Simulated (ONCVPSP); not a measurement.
Configuration tests for Te (ONCV)

tellurium (Te), optimised norm-conserving Vanderbilt (ONCV), made with ONCVPSP 4.0.1 (PBE, scalar-relativistic). Core [Kr] 4d10, reference 5s2 5p4. Waves: 5s: rc 1.60 bohr, ncon 5, nbas 9, qcut 3.5 1/bohr, local; 5p: rc 2.30 bohr, ncon 4, nbas 8, qcut 3 1/bohr, 3 projectors, debl 2 Ha; d scattering state at 0.12 Ha: rc 1.90 bohr, ncon 4, nbas 9, qcut 5.4 1/bohr, 2 projectors, debl 2.6 Ha. Local part: the s channel. Core correction: polynomial model core, fcfact 0.15.

Energies are relative to the spin-unpolarised reference configuration 5s2 5p4; without spin polarisation the order of configurations can differ from experiment.

(1) Give the all-electron excitation energy and the error of the potential for: 5s2 5p3; 5s2 5p2; 5s2 5p1; 5s2 5p0.

Levels in the configuration 5s2 5p1:

```
level  all-electron (eV)  pseudo (eV)
   5s            -42.693      -42.853
   5p            -31.607      -31.727
```

Note: ghosts flagged at negative energy: d at -2.60 eV; GHOST(+) flagged for p at 198.5 eV, p at 564.3 eV. A true bound ghost makes a file unfit for plane-wave use.

## Answers

(1)

```tsv
valence configuration	charge	ΔE all-electron (eV)	error AE − PS (meV)
5s2 5p3	+1	9.729	-6.6
5s2 5p2	+2	27.654	-37
5s2 5p1	+3	54.552	-123
5s2 5p0	+4	91.036	-310
```
